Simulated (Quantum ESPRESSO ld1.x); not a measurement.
Question: Er XXII, configuration [Kr] 4d10 4f1. All-electron calculation, scalar-relativistic Kohn-Sham, revPBE, spin-unpolarised, spherical densities, point nucleus. Program: ld1.x of Quantum ESPRESSO 7.5. Some entries of the table are withheld. Estimate them.

| orbital | occ. | eigenvalue (hartree) | <r^2> (bohr^2) | <1/r> (bohr^-1) |
|---|---|---|---|---|
| 1s | 2 | -2130.28 | 0.0005677 | (1) |
| 2s | 2 | -376.030 | 0.008838 | 18.05 |
| 2p | 6 | -335.021 | 0.007193 | 16.67 |
| 3s | 2 | -101.388 | 0.05781 | 6.669 |
| 3p | 6 | -88.9142 | 0.05815 | 6.231 |
| 3d | 10 | -73.3362 | 0.04847 | 5.901 |
| 4s | 2 | -36.2082 | (2) | 2.947 |
| 4p | 6 | -31.8930 | 0.2926 | 2.739 |
| 4d | 10 | -26.1508 | 0.3168 | 2.509 |
| 4f | 1 | -19.8449 | 0.3196 | 2.234 |

Answer: 
(1) 1s <1/r> (bohr^-1): 77.59
(2) 4s <r^2> (bohr^2): 0.2673
